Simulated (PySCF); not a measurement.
Simulation results for BClHOSi

Computed with PySCF 2.14.0. Calculation on a computer-drawn molecule: optimised geometry and harmonic frequencies of an isolated molecule of the commonest isotopes, restricted reference for singlets and unrestricted otherwise, frozen core in MP2.

```json
{"formula": "BClHOSi", "start_structure": {"atoms_angstrom": [["O", -0.8778, -1.4457, 3.2647], ["B", -1.2759, -0.5553, 2.591], ["Si", -2.0498, 0.9261, 1.4771], ["Cl", -1.1972, 0.8927, -0.3994], ["H", -1.817, 2.2374, 2.1053]]}, "given": {"charge": 0, "multiplicity": 2, "method": "MP2", "basis": "cc-pV(D+d)Z", "drawn_bonds_atom": [1, 2, 3, 3], "drawn_bonds_other_atom": [2, 3, 4, 5], "drawn_bonds_order": [2, 1, 1, 1]}, "results": {"spin_squared": null}}
```

To be estimated
1. What spin squared does the calculation give for BClHOSi?

Calculated values
1. 0.7565

Further results for BClHOSi:

```
rotational constants                          : 12.49, 2.05, 1.776 GHz
total energy                                  : -849.1126 hartree
convergence status largest gradient component : 2.859e-05 hartree/bohr
```

Optimised structure:
```xyz
5
BClHOSi
O     -0.8763    -1.4700     3.2768
B     -1.2763    -0.5434     2.5888
Si    -2.0374     0.9247     1.4765
Cl    -1.2027     0.8961    -0.4052
H     -1.8249     2.2478     2.1017
```

Modes:
```csv
frequency (cm⁻¹),reduced mass (dalton)
112.8,18.23
285,4.255
368.8,11.44
503.3,16.51
590.7,6.36
604.2,1.473
780.1,1.129
1916,12.35
2296,1.043
```
